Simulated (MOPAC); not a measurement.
A run for MOPAC: AM1 on CsSr, 2S+1 = 2, a spin state set in the input, which need not be the lowest, a point of a bond scan (R = 4.931 Å).

```
AM1 1SCF PRECISE CHARGE=0 UHF MS=0.5 THREADS=1
CsSr

Sr     0.00000000 1     0.00000000 1     0.00000000 1
Cs     0.00000000 1     0.00000000 1     4.93057600 1
```

Program output:

```
*******************************************************************************
 **                                                                           **
 **                              MOPAC v23.2.5                                **
 **                                                                           **
 *******************************************************************************
 ** MOPAC's Digital Object Identifier: https://doi.org/10.5281/zenodo.6511958 **
 **                                                                           **
 ** Please cite the open-source release paper for use of this MOPAC version:  **
 ** J. E. Moussa and J. J. P. Stewart (2026)                                  **
 ** MOPAC: An open-source semiempirical molecular orbital program             **
 ** J. Open Source Softw., 11(119), 8025, https://doi.org/10.21105/joss.08025 **
 *******************************************************************************

                              AM1 CALCULATION RESULTS

 *******************************************************************************
 *  AM1        - The AM1 Hamiltonian to be used
 *  UHF        - UNRESTRICTED HARTREE-FOCK CALCULATION
 *
 *
 *
 *                 CHARGE ON SYSTEM = 0
 *
 *
 *
 *  MS=        - IN MECI, MAGNETIC COMPONENT OF SPIN =  0.5
 *  PRECISE    - TIGHTER CRITERIA TO BE USED
 *  1SCF       - DO 1 SCF AND THEN STOP
 *  THREADS=1  - MULTI-THREADING NOT USED
 *  T=         - A TIME OF 172800.0 SECONDS REQUESTED
 *  DUMP=N     - RESTART FILE WRITTEN EVERY 7200.0 SECONDS REQUESTED
 *******************************************************************************
AM1 1SCF PRECISE CHARGE=0 UHF MS=0.5 THREADS=1
 CsSr

   ATOM   CHEMICAL          X               Y               Z
  NUMBER   SYMBOL      (ANGSTROMS)     (ANGSTROMS)     (ANGSTROMS)

     1      Sr          0.00000000  *   0.00000000  *   0.00000000  *
     2      Cs          0.00000000  *   0.00000000  *   4.93057600  *



          CARTESIAN COORDINATES

    NO.       ATOM           X           Y           Z

     1        Sr          0.0000      0.0000      0.0000
     2        Cs          0.0000      0.0000      4.9306

 Sr: (AM1): J. J. P. STEWART, J. MOL. MOD., 10, 155-164 (2004)
 Cs: (AM1): J. J. P. STEWART, J. MOL. MOD., 10, 155-164 (2004)

           Empirical Formula: Sr Cs  =     2 atoms



      MOLECULAR POINT GROUP   :   C*v


          UHF CALCULATION, NO. OF ALPHA ELECTRONS =    2
                           NO. OF BETA  ELECTRONS =    1

 -------------------------------------------------------------------------------
 AM1 1SCF PRECISE CHARGE=0 UHF MS=0.5 THREADS=1
 CsSr



     1SCF WAS SPECIFIED, SO BFGS WAS NOT USED
     SCF FIELD WAS ACHIEVED


                              AM1 CALCULATION
                                                       MOPAC v23.2.5 Linux




          FINAL HEAT OF FORMATION =         -1.81827 KCAL/MOL =      -7.60766 KJ/MOL


          COSMO AREA              =        286.69 SQUARE ANGSTROMS
          COSMO VOLUME            =        410.33 CUBIC ANGSTROMS

          IONIZATION POTENTIAL    =          3.746026 EV
          ALPHA SOMO LUMO (EV)    =         -3.746 -0.390
          BETA  SOMO LUMO (EV)    =         -5.854 -0.386
          NO. OF ALPHA ELECTRONS  =          2
          NO. OF BETA  ELECTRONS  =          1
          MOLECULAR WEIGHT        =        220.5254         POINT GROUP:  C*v

          MOLECULAR DIMENSIONS (Angstroms)

            Atom       Atom       Distance
           Cs     2   Sr     1     4.93058
           Cs     2   Sr     1     0.00000
           Sr     1   Cs     2     0.00000


          SCF CALCULATIONS        =          1





   ATOM   CHEMICAL          X               Y               Z
  NUMBER   SYMBOL      (ANGSTROMS)     (ANGSTROMS)     (ANGSTROMS)

     1      Sr          0.00000000  *   0.00000000  *   0.00000000  *
     2      Cs          0.00000000  *   0.00000000  *   4.93057600  *

                             CARTESIAN COORDINATES

   1   Sr        0.000000000     0.000000000     0.000000000
   2   Cs        0.000000000     0.000000000     4.930576000


           Empirical Formula: Sr Cs  =     2 atoms



      MOLECULAR POINT GROUP   :   C*v


          ALPHA EIGENVALUES
  -6.42366  -3.74603  -0.38968   0.54774   0.54774   1.37267   1.37267   3.51598


           BETA EIGENVALUES
  -5.85403  -0.38642   0.59967   0.59967   0.75956   1.41773   1.41773   3.57397


              NET ATOMIC CHARGES AND DIPOLE CONTRIBUTIONS

  ATOM NO.   TYPE          CHARGE      No. of ELECS.   s-Pop       p-Pop
    1         Sr          -0.519600        2.5196     1.52975     0.98985
    2         Cs           0.519600        0.4804     0.00018     0.48022
 DIPOLE           X         Y         Z       TOTAL
 POINT-CHG.     0.000     0.000    12.305    12.305
 HYBRID        -0.000    -0.000    -1.214     1.214
 SUM           -0.000    -0.000    11.092    11.092


          ATOMIC ORBITAL ELECTRON POPULATIONS

     Atom    s        px        py        pz
    1 Sr   1.52975   0.00000   0.00000   0.98985
    2 Cs   0.00018   0.00000   0.00000   0.48022


                    (SZ)    =    0.500000
                    (S**2)  =    0.750172


          ATOMIC ORBITAL SPIN POPULATIONS

    Atom   Total    s     px     py     pz
         Atomic
    1 Sr  0.9918  0.163  0.000  0.000  0.829
    2 Cs  0.0082  0.000  0.000  0.000  0.008

 **********************
 *                    *
 * JOB ENDED NORMALLY *
 *                    *
 **********************




 == MOPAC DONE ==
```

The run finished.

Cost: around 0.03 core-seconds (rough).
